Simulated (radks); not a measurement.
Spin polarisation of the 5d7 shell in the platinum ion Pt3+. Start: [Xe] 4f14 5d(up 3.5, down 3.5); electrons of 5d are moved from spin down to spin up, other shells keep equal spins. Method: scalar-relativistic Kohn-Sham, PBE, spin-polarised, spherical densities, finite nucleus; Fermi nuclear charge, rms radius of each element as measured or else 0.836 A^(1/3) + 0.57 fm; computed with a radial shooting solver on a logarithmic mesh with Libxc functionals.

moment (Bohr magnetons),E - E(0) (eV),e(5d up) (eV),e(5d down) (eV),5p down minus up (eV),4f down minus up (eV)
0,0.000,-38.766,-38.766,0.000,0.000
0.75,-0.104,-39.035,-38.479,0.493,0.087
1.5,-0.417,-39.287,-38.173,0.986,0.175
2.25,-0.940,-39.522,-37.846,1.483,0.263
3,-1.674,-39.740,-37.499,1.983,0.351

At moment 3 the spin-polarisation energy is -1.674 eV and the 5d exchange splitting 2.242 eV, that is 0.747 eV per Bohr magneton; E = -I m^2/4 would give I = 0.744 eV.
